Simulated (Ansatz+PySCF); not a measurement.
**singlet AgCl: levels of theory in one basis**

```yaml
atoms:
  - { symbol: Ag, position_ang: [0.0000, 0.0000, -0.6112] }
  - { symbol: Cl, position_ang: [0.0000, 0.0000, 1.6898] }
```

Basis set: def2-SVP (spherical functions, with the set's core potentials past Kr). Correlated methods keep 5 orbitals frozen. Charge 0, multiplicity 1.

Computed with Ansatz (development build ahead of 0.2.0); each method stands on the lowest determinant of its kind that the runs found. NEVPT2 correlates all electrons outside the core potentials. Active spaces start from the frontier orbitals, and the lowest solution found is given.

```csv
method,E − E(RHF) (eV),<S²> of the determinant
RHF,0.00,0.00
RHF-MP2,-12.45,–
RHF-CCSD,-12.41,–
RHF-CCSD(T),-12.73,–
"CASSCF(2,2)",-0.23,–
```

What does SC-NEVPT2(2,2) give on the same scale?

-12.59 eV. NEVPT2 here correlates all electrons outside the core potentials, so it doesn't share the others' frozen core.

Is a single determinant a sound starting point here?

By this sign, yes. Unrestricted orbitals gain 0.00 eV and <S²> is 0.00 against 0.00 for a pure state. The CASSCF(2,2) natural occupations are 1.99, 0.01.

Caution for CASSCF(2,2): other starts end on other solutions of this active space.
